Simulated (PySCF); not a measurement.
A GIAO shielding run with PySCF 2.14.0 with density-fitted response routines (density fitting, non-relativistic, gas phase) on `C1B(B(O)O)CCCC1`, C₅H₁₂B₂O₂:

```
$ OMP_NUM_THREADS=1 python probes_run.py task.json out

{"job": {"kind": "nmr", "xc": "PBE0", "basis": "pcSseg-1"}, "charge": 0, "multiplicity": 1}
O      3.512417     0.490505     0.469987
B      2.667154    -0.556130     0.724308
O      3.122584    -1.770321     1.163445
B      0.970684    -0.341608     0.468103
C     -0.028510    -1.533411     0.667475
C     -1.434785    -1.339298     0.101177
C     -1.953488     0.081345     0.306025
C     -1.052329     1.124131    -0.349627
C      0.375436     1.083519     0.194723
H      4.447142     0.309713     0.620723
H      4.076662    -1.830983     1.288950
H     -0.071976    -1.570050     1.781850
H      0.409173    -2.509889     0.402456
H     -2.141287    -2.066749     0.535809
H     -1.418738    -1.551747    -0.983310
H     -2.028706     0.291782     1.389793
H     -2.978091     0.167016    -0.092257
H     -1.491818     2.129626    -0.235529
H     -1.029341     0.931255    -1.437640
H      0.400897     1.523708     1.219052
H      1.069136     1.726466    -0.372386
```

Hardware: 1 thread of an Intel Xeon, shared host. The job also computes population analyses, field gradients, ring-centre shieldings.

Task: How large is the calculation?

Result: 68 electrons, 213 basis functions and 1093 auxiliary functions.

Task: How long does it take, and how much memory does it need?

Result: 2.6 min of wall time, with 14 SCF cycles and 5 response iterations; peak memory 1 GiB. Times on a shared host scatter by some tens of per cent.

Task: And these other runs on the same molecule and hardware: GIAO shielding at HF/pcSseg-1?

Result: HF/pcSseg-1: 213 functions, 54 s.
